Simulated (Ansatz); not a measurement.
Ansatz (a program for electronic structure) input (HF/6-31G*):

Ansatz 0.2 input:
```yaml
crystal:
  periodic: [false, false, false]
  atoms:
    - {symbol: C, position_ang: [-1.94543128, -0.18878422, -0.31226767]}
    - {symbol: C, position_ang: [-0.63021584, -0.04408588, 0.46613034]}
    - {symbol: C, position_ang: [0.52455971, 0.04031404, -0.50171446]}
    - {symbol: O, position_ang: [1.81321706, 0.23158392, 0.33413485]}
    - {symbol: H, position_ang: [-1.95500294, -1.08770412, -0.91817922]}
    - {symbol: H, position_ang: [-2.12115264, 0.66538111, -0.95611434]}
    - {symbol: H, position_ang: [-2.76852407, -0.25135262, 0.38688408]}
    - {symbol: H, position_ang: [-0.65141136, 0.85011273, 1.07761830]}
    - {symbol: H, position_ang: [-0.49946118, -0.90081153, 1.12095364]}
    - {symbol: H, position_ang: [0.52762305, 0.92665729, -1.11198556]}
    - {symbol: H, position_ang: [0.69832254, -0.85065502, -1.08188012]}
    - {symbol: H, position_ang: [2.63122260, 0.34234072, -0.15835851]}
    - {symbol: H, position_ang: [1.93917206, -0.39130372, 1.05509364]}
basis:
  gaussian:
    orbitals: 6-31G*
hamiltonian:
  xc: {name: HF}
total_charge: 1
phonons: {temperatures: {t_min: 298.15, t_max: 298.15, t_step: 100}}
```

Output:

```
Functional definition: HF
integrals: 0.03 GiB planned
940 factors; integrals over basis functions are off by at most 3.6e-4 eV
mean field: 0.18 GiB planned
mean field evaluation 1: about -5259.3641 eV, gradient 4.2e1 eV
mean field evaluation 2: about -5259.4319 eV, gradient 4.2e1 eV
mean field evaluation 4: about -5263.3096 eV, gradient 3.4e0 eV
mean field evaluation 8: about -5263.3448 eV, gradient 1.5e-4 eV
mean field -5263.34481835 eV, -193.4243544510 hartree, gradient 1.2e-5 eV, S^2 0.000000; 0 other end points of the search recorded, 0 dependent functions left out
the calculation of the forces begins
reference -5263.34481835 eV, -193.4243544510 hartree; 17, 17 occupied and 61, 61 virtual orbitals, 940 factors
these checks for a lower state are left out or cut short: stability, starts, cluster_reference, orbital_swaps, neighbouring_geometries, increment
integrals: 0.03 GiB planned
940 factors; integrals over basis functions are off by at most 3.6e-4 eV
mean field: 0.18 GiB planned
mean field evaluation 16: about -5263.3446 eV, gradient 3.0e-6 eV
mean field -5263.34464781 eV, -193.4243481839 hartree, gradient 3.2e-6 eV, S^2 0.000000; 0 other end points of the search recorded, 0 dependent functions left out
the calculation of the forces begins
reference -5263.34464781 eV, -193.4243481839 hartree; 17, 17 occupied and 61, 61 virtual orbitals, 940 factors
these checks for a lower state are left out or cut short: stability, starts, cluster_reference, orbital_swaps, neighbouring_geometries, increment
integrals: 0.03 GiB planned
940 factors; integrals over basis functions are off by at most 3.6e-4 eV
mean field: 0.18 GiB planned
mean field -5263.34464723 eV, -193.4243481625 hartree, gradient 3.0e-6 eV, S^2 0.000000; 0 other end points of the search recorded, 0 dependent functions left out
the calculation of the forces begins
reference -5263.34464723 eV, -193.4243481625 hartree; 17, 17 occupied and 61, 61 virtual orbitals, 940 factors
these checks for a lower state are left out or cut short: stability, starts, cluster_reference, orbital_swaps, neighbouring_geometries, increment
integrals: 0.03 GiB planned
940 factors; integrals over basis functions are off by at most 3.6e-4 eV
mean field: 0.18 GiB planned
mean field -5263.34461795 eV, -193.4243470866 hartree, gradient 2.4e-6 eV, S^2 0.000000; 0 other end points of the search recorded, 0 dependent functions left out
the calculation of the forces begins
reference -5263.34461795 eV, -193.4243470866 hartree; 17, 17 occupied and 61, 61 virtual orbitals, 940 factors
these checks for a lower state are left out or cut short: stability, starts, cluster_reference, orbital_swaps, neighbouring_geometries, increment
integrals: 0.03 GiB planned
940 factors; integrals over basis functions are off by at most 3.6e-4 eV
mean field: 0.18 GiB planned
mean field evaluation 32: about -5263.3446 eV, gradient 5.7e-5 eV
mean field -5263.34461910 eV, -193.4243471289 hartree, gradient 2.3e-6 eV, S^2 0.000000; 0 other end points of the search recorded, 0 dependent functions left out
the calculation of the forces begins
reference -5263.34461910 eV, -193.4243471289 hartree; 17, 17 occupied and 61, 61 virtual orbitals, 940 factors
these checks for a lower state are left out or cut short: stability, starts, cluster_reference, orbital_swaps, neighbouring_geometries, increment
integrals: 0.03 GiB planned
940 factors; integrals over basis functions are off by at most 3.6e-4 eV
mean field: 0.18 GiB planned
mean field -5263.34462422 eV, -193.4243473171 hartree, gradient 2.7e-6 eV, S^2 0.000000; 0 other end points of the search recorded, 0 dependent functions left out
the calculation of the forces begins
reference -5263.34462422 eV, -193.4243473171 hartree; 17, 17 occupied and 61, 61 virtual orbitals, 940 factors
these checks for a lower state are left out or cut short: stability, starts, cluster_reference, orbital_swaps, neighbouring_geometries, increment
integrals: 0.03 GiB planned
940 factors; integrals over basis functions are off by at most 3.6e-4 eV
mean field: 0.18 GiB planned
mean field -5263.34463071 eV, -193.4243475555 hartree, gradient 3.0e-6 eV, S^2 0.000000; 0 other end points of the search recorded, 0 dependent functions left out
the calculation of the forces begins
reference -5263.34463071 eV, -193.4243475555 hartree; 17, 17 occupied and 61, 61 virtual orbitals, 940 factors
these checks for a lower state are left out or cut short: stability, starts, cluster_reference, orbital_swaps, neighbouring_geometries, increment
integrals: 0.03 GiB planned
940 factors; integrals over basis functions are off by at most 3.6e-4 eV
mean field: 0.18 GiB planned
mean field -5263.34466909 eV, -193.4243489661 hartree, gradient 1.8e-6 eV, S^2 0.000000; 0 other end points of the search recorded, 0 dependent functions left out
[...]
940 factors; integrals over basis functions are off by at most 3.6e-4 eV
mean field: 0.18 GiB planned
mean field -5263.34468656 eV, -193.4243496078 hartree, gradient 3.0e-6 eV, S^2 0.000000; 0 other end points of the search recorded, 0 dependent functions left out
the calculation of the forces begins
reference -5263.34468656 eV, -193.4243496078 hartree; 17, 17 occupied and 61, 61 virtual orbitals, 940 factors
these checks for a lower state are left out or cut short: stability, starts, cluster_reference, orbital_swaps, neighbouring_geometries, increment
integrals: 0.03 GiB planned
940 factors; integrals over basis functions are off by at most 3.6e-4 eV
mean field: 0.18 GiB planned
mean field evaluation 416: about -5263.3447 eV, gradient 4.7e-5 eV
mean field -5263.34469575 eV, -193.4243499455 hartree, gradient 9.4e-7 eV, S^2 0.000000; 0 other end points of the search recorded, 0 dependent functions left out
the calculation of the forces begins
reference -5263.34469575 eV, -193.4243499455 hartree; 17, 17 occupied and 61, 61 virtual orbitals, 940 factors
these checks for a lower state are left out or cut short: stability, starts, cluster_reference, orbital_swaps, neighbouring_geometries, increment
integrals: 0.03 GiB planned
940 factors; integrals over basis functions are off by at most 3.6e-4 eV
mean field: 0.18 GiB planned
mean field -5263.34480866 eV, -193.4243540951 hartree, gradient 1.4e-6 eV, S^2 0.000000; 0 other end points of the search recorded, 0 dependent functions left out
the calculation of the forces begins
reference -5263.34480866 eV, -193.4243540951 hartree; 17, 17 occupied and 61, 61 virtual orbitals, 940 factors
these checks for a lower state are left out or cut short: stability, starts, cluster_reference, orbital_swaps, neighbouring_geometries, increment
integrals: 0.03 GiB planned
940 factors; integrals over basis functions are off by at most 3.6e-4 eV
mean field: 0.18 GiB planned
mean field -5263.34480899 eV, -193.4243541071 hartree, gradient 1.5e-6 eV, S^2 0.000000; 0 other end points of the search recorded, 0 dependent functions left out
the calculation of the forces begins
reference -5263.34480899 eV, -193.4243541071 hartree; 17, 17 occupied and 61, 61 virtual orbitals, 940 factors
these checks for a lower state are left out or cut short: stability, starts, cluster_reference, orbital_swaps, neighbouring_geometries, increment
integrals: 0.03 GiB planned
940 factors; integrals over basis functions are off by at most 3.6e-4 eV
mean field: 0.18 GiB planned
mean field -5263.34475925 eV, -193.4243522792 hartree, gradient 2.5e-6 eV, S^2 0.000000; 0 other end points of the search recorded, 0 dependent functions left out
the calculation of the forces begins
reference -5263.34475925 eV, -193.4243522792 hartree; 17, 17 occupied and 61, 61 virtual orbitals, 940 factors
these checks for a lower state are left out or cut short: stability, starts, cluster_reference, orbital_swaps, neighbouring_geometries, increment
integrals: 0.03 GiB planned
940 factors; integrals over basis functions are off by at most 3.6e-4 eV
mean field: 0.18 GiB planned
mean field -5263.34475835 eV, -193.4243522460 hartree, gradient 2.5e-6 eV, S^2 0.000000; 0 other end points of the search recorded, 0 dependent functions left out
the calculation of the forces begins
reference -5263.34475835 eV, -193.4243522460 hartree; 17, 17 occupied and 61, 61 virtual orbitals, 940 factors
these checks for a lower state are left out or cut short: stability, starts, cluster_reference, orbital_swaps, neighbouring_geometries, increment
integrals: 0.03 GiB planned
940 factors; integrals over basis functions are off by at most 3.6e-4 eV
mean field: 0.18 GiB planned
mean field evaluation 448: about -5263.3448 eV, gradient 1.3e-6 eV
mean field -5263.34479292 eV, -193.4243535166 hartree, gradient 1.3e-6 eV, S^2 0.000000; 0 other end points of the search recorded, 0 dependent functions left out
the calculation of the forces begins
reference -5263.34479292 eV, -193.4243535166 hartree; 17, 17 occupied and 61, 61 virtual orbitals, 940 factors
these checks for a lower state are left out or cut short: stability, starts, cluster_reference, orbital_swaps, neighbouring_geometries, increment
integrals: 0.03 GiB planned
940 factors; integrals over basis functions are off by at most 3.6e-4 eV
mean field: 0.18 GiB planned
mean field -5263.34479574 eV, -193.4243536201 hartree, gradient 1.3e-6 eV, S^2 0.000000; 0 other end points of the search recorded, 0 dependent functions left out
the calculation of the forces begins
reference -5263.34479574 eV, -193.4243536201 hartree; 17, 17 occupied and 61, 61 virtual orbitals, 940 factors
these checks for a lower state are left out or cut short: stability, starts, cluster_reference, orbital_swaps, neighbouring_geometries, increment
integrals: 0.03 GiB planned
940 factors; integrals over basis functions are off by at most 3.6e-4 eV
mean field: 0.18 GiB planned
mean field -5263.34474755 eV, -193.4243518493 hartree, gradient 8.4e-7 eV, S^2 0.000000; 0 other end points of the search recorded, 0 dependent functions left out
the calculation of the forces begins
reference -5263.34474755 eV, -193.4243518493 hartree; 17, 17 occupied and 61, 61 virtual orbitals, 940 factors
these checks for a lower state are left out or cut short: stability, starts, cluster_reference, orbital_swaps, neighbouring_geometries, increment
integrals: 0.03 GiB planned
940 factors; integrals over basis functions are off by at most 3.6e-4 eV
mean field: 0.18 GiB planned
mean field -5263.34474262 eV, -193.4243516681 hartree, gradient 7.7e-7 eV, S^2 0.000000; 0 other end points of the search recorded, 0 dependent functions left out
the calculation of the forces begins
reference -5263.34474262 eV, -193.4243516681 hartree; 17, 17 occupied and 61, 61 virtual orbitals, 940 factors
these checks for a lower state are left out or cut short: stability, starts, cluster_reference, orbital_swaps, neighbouring_geometries, increment
integrals: 0.03 GiB planned
940 factors; integrals over basis functions are off by at most 3.6e-4 eV
mean field: 0.18 GiB planned
mean field -5263.34471719 eV, -193.4243507335 hartree, gradient 2.3e-6 eV, S^2 0.000000; 0 other end points of the search recorded, 0 dependent functions left out
the calculation of the forces begins
reference -5263.34471719 eV, -193.4243507335 hartree; 17, 17 occupied and 61, 61 virtual orbitals, 940 factors
these checks for a lower state are left out or cut short: stability, starts, cluster_reference, orbital_swaps, neighbouring_geometries, increment
integrals: 0.03 GiB planned
940 factors; integrals over basis functions are off by at most 3.6e-4 eV
mean field: 0.18 GiB planned
mean field -5263.34472177 eV, -193.4243509019 hartree, gradient 2.5e-6 eV, S^2 0.000000; 0 other end points of the search recorded, 0 dependent functions left out
the calculation of the forces begins
reference -5263.34472177 eV, -193.4243509019 hartree; 17, 17 occupied and 61, 61 virtual orbitals, 940 factors
Total energy: -5263.34481835 eV, -193.4243544510 hartree
Atom 0 at    -1.945431    -0.188784    -0.312268 Å, force     0.000146    -0.000250    -0.001278 eV/Å
Atom 1 at    -0.630216    -0.044086     0.466130 Å, force     0.002096     0.000137     0.002233 eV/Å
Atom 2 at     0.524560     0.040314    -0.501714 Å, force    -0.000566     0.000284    -0.002486 eV/Å
Atom 3 at     1.813217     0.231584     0.334135 Å, force     0.000585    -0.001531     0.002313 eV/Å
Atom 4 at    -1.955003    -1.087704    -0.918179 Å, force     0.000069     0.000076     0.000082 eV/Å
Atom 5 at    -2.121153     0.665381    -0.956114 Å, force     0.000096    -0.000160     0.000071 eV/Å
Atom 6 at    -2.768524    -0.251353     0.386884 Å, force     0.000236     0.000129     0.000019 eV/Å
Atom 7 at    -0.651411     0.850113     1.077618 Å, force     0.000472     0.000307    -0.000391 eV/Å
Atom 8 at    -0.499461    -0.900812     1.120954 Å, force     0.000399    -0.000034    -0.000488 eV/Å
Atom 9 at     0.527623     0.926657    -1.111986 Å, force    -0.000502    -0.000317     0.000281 eV/Å
Atom 10 at     0.698323    -0.850655    -1.081880 Å, force    -0.000438     0.000382     0.000490 eV/Å
Atom 11 at     2.631223     0.342341    -0.158359 Å, force    -0.002045    -0.000050     0.000182 eV/Å
Atom 12 at     1.939172    -0.391304     1.055094 Å, force    -0.000549     0.001027    -0.001027 eV/Å
Dipole moment:     1.201086    -0.117828     0.012186 e Å
Vibrations: 129.77 199.95 247.96 268.30 430.39 691.49 739.02 829.74 934.93 972.35 1044.66 1090.72 1247.82 1299.67 1373.93 1442.44 1470.19 1540.50 1572.56 1633.21 1638.79 1640.04 1654.08 1834.77 3221.43 3224.65 3277.03 3298.47 3316.40 3321.26 3408.56 3901.10 3994.92 cm⁻¹, zero-point energy 3.526799 eV
```

The blocks after the first are displaced geometries, from whose forces the wavenumbers follow.

The dipole moment of an ion depends on the origin.
